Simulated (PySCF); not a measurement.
H5Si2, SMILES [SiH2][SiH3], multiplicity 2. Geometry: ωB97X-D3(BJ)/def2-TZVP. The isomer is the one that the SMILES or the coordinates give; other isomers of the formula were not compared.

The numbers are results of PySCF with ωB97X-D3(BJ)/def2-TZVP, not measurements.

Harmonic wavenumbers (cm⁻¹): 136, 384, 405, 454, 604, 643, 886, 945, 957, 959, 2223, 2230, 2241, 2247, 2254. Rotational constants (GHz): 53.14, 5.395, 5.263; symmetry number 1.

Problem. Work out the zero-point energy and the ideal-gas rigid-rotor harmonic-oscillator thermochemistry at 298.15 K and 1 atm.

Solution. ZPE = ½ Σ hcν = ½ × 17567 cm⁻¹ = 25.11 kcal/mol. H − E(el) = 28.77 kcal/mol. Entropy in cal/(mol K): translation 38.25, rotation 22.88, vibration 6.92, spin 1.38, total 69.43. G − E(el) = 8.06 kcal/mol. Cp = 17.98 cal/(mol K). Modes under 150 cm⁻¹ make the vibrational entropy uncertain.
